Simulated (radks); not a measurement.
Results of a calculation; reference values are marked as such.
Problem. Numerical settings for the bismuth ion Bi2+, [Hg] 6p1. Level of theory: Dirac Kohn-Sham, PBE, spin-unpolarised, spherical densities, finite nucleus; open shells are shared between the two j in proportion to 2j + 1; Fermi nuclear charge, rms radius 5.5211 fm (a radial shooting solver on a logarithmic mesh with Libxc functionals). The defaults (mesh step 0.008 in ln r, mesh end at 40 bohr or more with all orbitals vanishing there, Anderson mixing 0.5 over 9 steps, residual threshold near 1e-9 with the energy settled to 1e-9 hartree or 1e-11 of itself, here a cap of 59 iterations) give E = -21574.008 hartree and 6p3/2 at -18.482 eV in 14 iterations. Run on one thread of a shared host, so times are rough (Arm Neoverse N1): 0.23 s of CPU time, 0.23 s wall, 14 iterations on 2299 mesh points. One setting is changed at a time: mesh step in ln r 0.005; mesh step in ln r 0.003; mesh step in ln r 0.02; mesh end (bohr) 20; mesh end (bohr) 2; residual threshold 1e-13; residual threshold 0.1; mixing 1.5; linear mixing, mixing 0.2; linear mixing, mixing 0.05; mixing history 3; iteration cap 2. Which runs fail to converge, and which converge to a wrong energy?

Solution. Not converged within the cap: linear mixing, mixing 0.2; linear mixing, mixing 0.05; iteration cap 2. Settled on a wrong energy, with an occupied level pushed above zero by the early mesh end: mesh end (bohr) 2 (+12.4 hartree). Apart from these: no run marked as converged misses the energy by more than 1 mhartree.
